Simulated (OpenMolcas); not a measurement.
**Si I: from CASSCF to CASPT2**

- Program: OpenMolcas
- Basis: ANO-RCC-VTZP [5s4p2d1f]
- Scalar Hamiltonian: DKH2, point nucleus
- Active space: 2 electrons in 3 orbitals (3p)
- State averaging: 2S+1 = 3 even, 3 roots; 2S+1 = 1 even, 6 roots
- Spin-orbit coupling: state interaction with AMFI integrals over the reference wave functions, term energies averaged over their components

Methods on the same reference wave functions:
A. CASSCF
B. SS-CASPT2, IPEA 0.25 Eh, imaginary shift 0.1 Eh (closed shells correlated: 2s 2p 3s)
C. XMS-CASPT2, IPEA 0.25 Eh, imaginary shift 0.1 Eh (closed shells correlated: 2s 2p 3s)

Energies in cm-1 above 3s2 3p2 3P0, the measured ground level; measured values from NIST Handbook of Basic Atomic Spectroscopic Data.

```csv
Level,A,B,C,Measured
3s2 3p2 3P0,0.0,0.0,0.0,0.0
3s2 3p2 3P1,67.0,67.6,67.5,77.1
3s2 3p2 3P2,197,197,197,223
3s2 3p2 1D2,8745,6350,6280,6299
3s2 3p2 1S0,21343,15440,15680,15394
```

Deviations, from unrounded energies. A percentage is the sum of absolute deviations over the sum of measured energies, with the sign that they share, or ± where signs differ.

```
                        Against measurement  Levels      A      B      C
             mean absolute deviation (cm-1)       4   2100     31     85
      fine structure of the ground term (%)       2  -12.2  -11.9  -11.9
other terms of the ground configuration (%)       2  +38.7   +0.4   ±1.4
```

B lies closest to measurement on these levels and A furthest from it. The largest miss of B in the table is 3s2 3p2 1D2, by +47 cm-1. The ranking rests on the paired levels alone, and a cruder setting can come out closer through cancelling errors.

Between B and C the level of the table that moves most is 3s2 3p2 1S0, by 250 cm-1 (lowest in B, highest in C). Moves below CASPT2's spread within the term are not significant.

The mean deviations of B to C differ by less than CASPT2's widest spread within a term (520 cm-1), so their order carries little weight.

From A to B the spin-free energies of the other terms of 3s2 3p2 shown, above 3P, scale by a factor of 0.72.

The lowest spin-free term lies below A's lowest term by 0.079 hartree in B, 0.083 hartree in C.

CASPT2 breaks the degeneracy within a term, and the mean is taken; among the terms shown or strongly mixed into the levels shown the widest spread is 520 cm-1 (3s2 3p2 1D, C). With the s shell closed, the reference lacks s² → p² mixing. Without dynamic correlation excited terms often stand tens of per cent too high (terms of higher spin than the ground term too low), and those without a measured partner can miss by more than the paired ones (holds for A). Measured partners are found by configuration, term and J. A level has none where our copy of the source lacks it or the pairing is in doubt (some pairs that miss far off the trend of their configuration count as doubtful), and it then counts in no deviation. Only configurations of the active space appear.
